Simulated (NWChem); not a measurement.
Everything below was run with NWChem. System: ClSn, charge 0, spin multiplicity 2, at a geometry optimised with UPBE0/def2-SVP with def2 effective core potentials on Sn. The structure started from a generated list of species. Its SCF solution wasn't tested for a lower state. Level: ROCCSD(T)/def2-TZVP with def2 effective core potentials on Sn, 9 core orbitals frozen.

Input file:

```
start mol
memory heap 100 mb stack 700 mb global 1900 mb
geometry units angstroms nocenter noautoz
  Sn     0.000000     0.000000     0.607471
  Cl     0.000000     0.000000    -1.786679
  symmetry group C2v
end
basis spherical
  * library def2-tzvp
end
ecp
  Sn library def2-ecp
end
scf
  rohf
  nopen 1
  maxiter 100
  thresh 1e-7
  semidirect memsize 60000000 filesize 0
  # guess.movecs holds the orbitals of an unrestricted PBE0 run
  vectors input guess.movecs output mol.movecs
end
tce
  freeze core 9
  ccsd(t)
  2eorb
  2emet 13
  thresh 1e-6
  maxiter 100
  tilesize 24
end
task tce energy
```

NWChem printed:

```
             Northwest Computational Chemistry Package (NWChem) 7.3.0
             --------------------------------------------------------

                                NWChem Input Module
                                -------------------

 Scaling coordinates for geometry "geometry" by  1.889725989
 (inverse scale =  0.529177249)

 Turning off AUTOSYM since
 SYMMETRY directive was detected!

                             Geometry "geometry" -> ""
                             -------------------------

 Output coordinates in angstroms (scale by  1.889725989 to convert to a.u.)

  No.       Tag          Charge          X              Y              Z
 ---- ---------------- ---------- -------------- -------------- --------------
    1 Sn                  50.0000     0.00000000     0.00000000     0.60747100
    2 Cl                  17.0000     0.00000000     0.00000000    -1.78667900

 Effective nuclear repulsion energy (a.u.)     187.8748873921

            Nuclear Dipole moment (a.u.)
            ----------------------------
        X                 Y               Z
 ---------------- ---------------- ----------------
     0.0000000000     0.0000000000     0.0000132281

      Symmetry information
      --------------------

 Group name             C2v
 Group number             16
 Group order               4
 No. of unique centers     2

      Symmetry unique atoms

     1    2


 Summary of "ao basis" -> "" (spherical)
 ------------------------------------------------------------------------------
       Tag                 Description            Shells   Functions and Types
 ---------------- ------------------------------  ------  ---------------------
 *                         def2-tzvp                  on all atoms

 Summary of "ao basis" -> "ao basis" (spherical)
 ------------------------------------------------------------------------------
       Tag                 Description            Shells   Functions and Types
 ---------------- ------------------------------  ------  ---------------------
 Sn                        def2-tzvp                16       50   6s5p3d2f
 Cl                        def2-tzvp                13       37   5s5p2d1f

                                 NWChem SCF Module
                                 -----------------

  ao basis        = "ao basis"
  functions       =    87
  atoms           =     2
  closed shells   =    19
  open shells     =     1
  charge          =   0.00
  wavefunction    = ROHF
  use symmetry    = T
  symmetry adapt  = T

 Summary of "ao basis" -> "ao basis" (spherical)
 ------------------------------------------------------------------------------
       Tag                 Description            Shells   Functions and Types
 ---------------- ------------------------------  ------  ---------------------
 Sn                        def2-tzvp                16       50   6s5p3d2f
 Cl                        def2-tzvp                13       37   5s5p2d1f

      Symmetry analysis of basis
      --------------------------

        a1         37
        a2          8
        b1         21
        b2         21

 Forming initial guess at       0.1s

      Symmetry analysis of molecular orbitals - initial
      -------------------------------------------------

  Numbering of irreducible representations:

     1 a1          2 a2          3 b1          4 b2

  Orbital symmetries:

     1 a1          2 a1          3 a1          4 b1          5 b2
     6 a1          7 b1          8 a1          9 b2         10 a1
[...]
         552.049547603621           0.000000000000           0.000000000000
           0.000000000000         552.049547603621           0.000000000000
           0.000000000000           0.000000000000           0.000000000000

  Mulliken analysis of the total density
  --------------------------------------

    Atom       Charge   Shell Charges
 -----------   ------   -------------------------------------------------------
    1 Sn  22    21.51   0.29 -0.78  1.54  0.94  1.12  0.79 -0.40  6.35  0.44  0.85  0.25  8.96  1.04  0.09  0.02  0.00
    2 Cl  17    17.49   2.01  0.45  1.52  1.08  0.90  4.18  1.69  1.06  2.87  1.70  0.00  0.02  0.00

 Mulliken analysis of the open-shell density
 -------------------------------------------

    Atom       Charge   Shell Charges
 -----------   ------   -------------------------------------------------------
    1 Sn  22     0.98   0.00 -0.00  0.00 -0.00  0.00 -0.00 -0.00  0.01  0.21  0.56  0.21  0.00 -0.00  0.01  0.00  0.00
    2 Cl  17     0.02   0.00  0.00 -0.00  0.00  0.00  0.00 -0.00  0.01  0.01 -0.01  0.00  0.00  0.00

       Multipole analysis of the density wrt the origin
       ------------------------------------------------

     L   x y z        total         open         nuclear
     -   - - -        -----         ----         -------
     0   0 0 0     -0.000000     -1.000000     39.000000

     1   1 0 0      0.000000      0.000000      0.000000
     1   0 1 0     -0.000000     -0.000000      0.000000
     1   0 0 1      1.212661     -1.234379    -32.142691

     2   2 0 0    -25.426662     -2.282901      0.000000
     2   1 1 0      0.000000      0.000000      0.000000
     2   1 0 1     -0.000000      0.000000      0.000000
     2   0 2 0    -29.961212     -6.855487      0.000000
     2   0 1 1     -0.000000     -0.000000      0.000000
     2   0 0 2    -31.223643     -4.340817    222.785253

                   NWChem Extensible Many-Electron Theory Module
                   ---------------------------------------------


            General Information
            -------------------
      Number of processors :     1
         Wavefunction type : Restricted open-shell Hartree-Fock
          No. of electrons :    39
           Alpha electrons :    20
            Beta electrons :    19
           No. of orbitals :   174
            Alpha orbitals :    87
             Beta orbitals :    87
        Alpha frozen cores :     9
         Beta frozen cores :     9
     Alpha frozen virtuals :     0
      Beta frozen virtuals :     0
         Spin multiplicity : doublet
    Number of AO functions :    87
       Number of AO shells :    29
        Use of symmetry is : on
      Symmetry adaption is : on
         Schwarz screening : 0.10D-09

          Correlation Information
          -----------------------
          Calculation type : Coupled-cluster singles & doubles w/ perturbation
   Perturbative correction : (T)
            Max iterations :      100
        Residual threshold : 0.10D-05
     T(0) DIIS level shift : 0.00D+00
     L(0) DIIS level shift : 0.00D+00
     T(1) DIIS level shift : 0.00D+00
     L(1) DIIS level shift : 0.00D+00
     T(R) DIIS level shift : 0.00D+00
     T(I) DIIS level shift : 0.00D+00
   CC-T/L Amplitude update :  5-th order DIIS
                I/O scheme : Global Array Library
        L-threshold :  0.10D-05
        EOM-threshold :  0.10D-05
 no EOMCCSD initial starts read in
 TCE RESTART OPTIONS
 SLICE:      F
 D4D5:       F
 quantumc:   F
 qrotation:  F
 pwtce:      F
 qducc:      F
 nacto:                         0
 nrotv:                         0
 nrot:                          0

            Memory Information
            ------------------
          Available GA space size is     249021662 doubles
          Available MA space size is     104836332 doubles

 Maximum block size supplied by input
 Maximum block size        24 doubles

 tile_dim =     17

 -------------------------------------------------

 Global array virtual files algorithm will be used

 Parallel file system coherency ......... OK

 4-electron integrals stored in orbital form

 v2    file size   =          2052529
 4-index algorithm nr.  13 is used
 imaxsize =       30
 imaxsize ichop =        0


CCSD iterations
 ---------------------------------------------------------
 Iter          Residuum       Correlation     Cpu    Wall
 ---------------------------------------------------------
    1   0.1591188130128  -0.4730110244655     0.6     0.6
    2   0.0322829061733  -0.4712957158004     0.6     0.6
    3   0.0103257791218  -0.4783894670442     0.6     0.6
    4   0.0042811507065  -0.4789612379267     0.6     0.6
    5   0.0017808064020  -0.4794536794280     0.6     0.6
    6   0.0007381357480  -0.4796175853838     0.6     0.6
    7   0.0005406662626  -0.4796462811560     0.6     0.6
    8   0.0002496043361  -0.4796541891267     0.6     0.6
    9   0.0002111057507  -0.4796522431239     0.6     0.6
   10   0.0001190654976  -0.4796588372288     0.6     0.6
   11   0.0000391534255  -0.4796590782082     0.6     0.6
   12   0.0000187278219  -0.4796623848033     0.6     0.6
   13   0.0000119884212  -0.4796617198744     0.6     0.6
   14   0.0000069097387  -0.4796617165628     0.7     0.7
   15   0.0000049485633  -0.4796616542873     0.7     0.7
   16   0.0000017373194  -0.4796614983530     0.9     0.9
   17   0.0000011970992  -0.4796615344665     1.3     1.3
   18   0.0000006573257  -0.4796615837139     1.5     1.5
 -----------------------------------------------------------------
 Iterations converged
 CCSD correlation energy / hartree =        -0.479661583713861
 CCSD total energy / hartree       =      -673.389731857735114

 Singles contributions

 Doubles contributions
 CCSD(T)
 Using plain CCSD(T) code
             total no. of tasks         3246
 total no. of tasks / no. procs         3246
                         wl_min            2           1.1
                         wl_max       505750           8.9
        thresh for no. of tasks         3246

 CCSD[T]  correction energy / hartree =        -0.017624185109727
 CCSD[T] correlation energy / hartree =        -0.497285768823588
 CCSD[T] total energy / hartree       =      -673.407356042844867
 CCSD(T)  correction energy / hartree =        -0.016806131436904
 CCSD(T) correlation energy / hartree =        -0.496467715150765
 CCSD(T) total energy / hartree       =      -673.406537989171966

 Task  times  cpu:       36.9s     wall:       36.9s

 Total times  cpu:       36.9s     wall:       36.9s
```
